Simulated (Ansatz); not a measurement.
`C#CO[SiH3]` + `CCS` → `CCS[SiH3]` + `C#CO` at 400 K and 1 bar (ligand exchange at the Si–O bond).

Isolated molecules relaxed with PBE0-D4/def2-TZVP in Ansatz; ΔE leaves out vibrations. CCSD(T)/CBS adds triple-zeta CCSD(T) − MP2 to the extrapolated MP2 energy (def2 sets, frozen cores). This one scheme is used for every species. One conformer a species, not always the lowest.

```csv
species,CCSD(T)/CBS energy (Eh),H − E (kJ/mol),S (J/(mol·K))
`C#CO[SiH3]`,-442.69805,153.1,334.2
`CCS`,-477.49091,219.5,307.4
`CCS[SiH3]`,-767.79185,275.5,378.7
`C#CO`,-152.38380,102.4,264.4
```

H − E and S are ideal-gas, rigid-rotor, harmonic terms from PBE0-D4/def2-TZVP, for one conformer and one mirror image of each species. 1 Eh = 2625.50 kJ/mol, R = 8.31446 J/(mol·K).

Problem. By hand: ΔE, ΔH, ΔS and ΔG.

Solution. ΔE = (-767.79185) + (-152.38380) − (-442.69805) − (-477.49091) = 0.01331 Eh = 34.9 kJ/mol. Δ(H − E) = 275.5 + 102.4 − 153.1 − 219.5 = 5.3, so ΔH = 40.2 kJ/mol. ΔS = 378.7 + 264.4 − 334.2 − 307.4 = 1.5 J/(mol·K). ΔG = 40.2 − 400 × (1.5)/1000 = 39.6 kJ/mol.

Problem. By hand: the equilibrium constant, and the temperature at which ΔG would vanish if ΔH and ΔS stayed fixed.

Solution. log₁₀ K = −ΔG/(RT ln 10) = -5.2. ΔG = 0 at ΔH/ΔS = 26800 K, far beyond where these terms or the molecules hold.

The number of gas molecules stays the same, so ΔS is small and ΔH decides. A doubt of 5 kJ/mol in ΔE shifts log₁₀ K by 0.7 here. Other conformers and mirror images would add mixing entropy, several J/(mol·K) or more a flexible species. Modes under 60 cm⁻¹, often nearly free rotors, make the harmonic entropy too high. These are equilibria of isolated gas molecules and say nothing of rates. Largest T1 diagnostic: 0.013 (customary marks: 0.02 for closed shells, 0.045 for open ones).
